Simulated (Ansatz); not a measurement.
Consider the silylene loss: `N[SiH2][Se][SiH3]` → `N[SiH2][SeH]` + `[SiH2]`.

Computed with Ansatz on PBE0-D4/def2-TZVP structures; ΔE is electronic, products minus reactants. CCSD(T)/CBS adds triple-zeta CCSD(T) − MP2 to the extrapolated MP2 energy (def2 sets, frozen cores). This one scheme is used for every species. For Se outer-core shells are correlated without core-valence functions, which leaves a few kJ/mol of doubt a bond. Scalar relativity is left out up to krypton. Each species was taken in one conformer, which may not be the lowest.

`N[SiH2][Se][SiH3]`:

```xyz
11

N     1.369    0.290   -1.511
Si    0.819    1.133   -0.129
Se   -1.442    1.130    0.283
Si   -1.464   -1.021    1.012
H     1.441   -0.715   -1.478
H     1.084    0.595   -2.429
H     1.494    0.521    1.042
H     1.139    2.570   -0.285
H    -2.875   -1.480    1.017
H    -0.896   -1.135    2.379
H    -0.668   -1.887    0.100
```

`N[SiH2][SeH]`:

Z-matrix (Å, degrees):
```
Si
Se 1 2.293
N 1 1.711 2 117.9
H 1 1.482 2 101.7 3 -119.9
H 1 1.482 2 109.2 3 121.1
H 2 1.469 1 93.5 3 -67.4
H 3 1.008 1 119.2 2 85.2
H 3 1.008 1 120.2 2 -57.6
```

`[SiH2]`:

Z-matrix (Å, degrees):
```
Si
H 1 1.525
H 1 1.525 2 91.2
```

```json
{"species": "`N[SiH2][Se][SiH3]`", "SCS-MP2/def2-TZVPP energy (Eh)": "-3037.10447"}
{"species": "`N[SiH2][SeH]`", "SCS-MP2/def2-TZVPP energy (Eh)": "-2746.84107"}
{"species": "`[SiH2]`", "SCS-MP2/def2-TZVPP energy (Eh)": "-290.14787"}
```

(1) Work out ΔE.

Largest T1 diagnostic among the species: 0.014.

Answers

(1) ΔE = (-2746.84107) + (-290.14787) − (-3037.10447) = 0.11553 Eh = +303.3 kJ/mol. CCSD(T)/CBS gives +303.9 kJ/mol.

The D4 term adds +17.0 kJ/mol with B3LYP and +9.3 kJ/mol with PBE0; it sums over pairs of atoms, weighted by their polarisabilities, and B3LYP, whose exchange is more repulsive, gets the larger term. In def2-TZVPP, CCSD(T) changes the Hartree–Fock value by +14.0 kJ/mol (the triples alone add +5.6 kJ/mol) and MP2 by +39.4 kJ/mol. From PBE to PBE0 (25 % exact exchange), in def2-TZVPP and without D4, ΔE moves by +10.8 kJ/mol.

B3LYP here is the variant with VWN-RPA as its local correlation; programs differ in this.
